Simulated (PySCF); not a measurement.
BrH2InO2, SMILES [OH][In]([OH])[Br].

Coordinates come from a B3LYP-D3(BJ)/def2-SVP optimisation. The structure was generated by enumeration; whether it is a known compound was not checked. The def2 effective core potentials stand for the cores of In; spin–orbit coupling is left out. The values are those of a single conformer.

Two levels are set side by side: PBE/def2-TZVP (PySCF) and PBE0/def2-TZVP (PySCF). Same geometry, gas phase. Differences are taken from unrounded values.

```
quantity                      PBE0
---------------------------  -----
orbital gap (eV)              6.05
highest occupied level (eV)  -8.56
lowest empty level (eV)      -2.51
dipole moment (D)             1.48
mean polarisability (bohr³)   61.3
```

### Question
What does PBE give, and how far is it from PBE0? (An estimate is asked for; the answer gives what the named calculation found.)

### Answer

| quantity | PBE | PBE minus PBE0 |
|---|---|---|
| orbital gap (eV) | 3.83 | -2.22 |
| highest occupied level (eV) | -7.21 | 1.35 |
| lowest empty level (eV) | -3.38 | -0.87 |
| dipole moment (D) | 1.48 | 0.00 |
| mean polarisability (bohr³) | 65.2 | 3.9 |

Without exact exchange PBE keeps part of each electron's self-repulsion, which lifts occupied levels and narrows the gap. PBE's more diffuse valence density responds more strongly to a field. Differences between two approximate levels are no errors against the true value.

Rough cost on one machine, each run with all the roots and properties that it gave: PBE0 against PBE within a factor of 2.
